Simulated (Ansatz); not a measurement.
Computed with Ansatz.

A structure relaxed at PBE0-D4/def2-TZVP, charge 0, multiplicity 1:

Cartesian coordinates in Å:
```
N 1.1312 1.3153 -0.8155
Si 0.6196 -0.1304 -0.0441
N 0.7098 0.1205 1.6497
Si -1.6005 -0.7913 -0.4560
H 1.5902 1.2724 -1.7102
H 0.6255 2.1777 -0.6943
H 1.5379 -1.1615 -0.6199
H 0.1506 -0.4226 2.2861
H 1.5680 0.4325 2.0764
H -1.7509 -1.2717 -1.8585
H -2.5388 0.3514 -0.2632
H -2.0424 -1.8922 0.4495
```

**Question.** Give its formula and SMILES.

**Answer.** H8N2Si2, `N[SiH](N)[SiH3]`.

**Question.** Summarise the bond lengths by kind.

**Answer.** 2 × N–Si 1.715 to 1.717 Å; 4 × H–N 1.006 to 1.008 Å; 1 × Si–Si 2.353 Å; 4 × H–Si 1.490 to 1.496 Å.
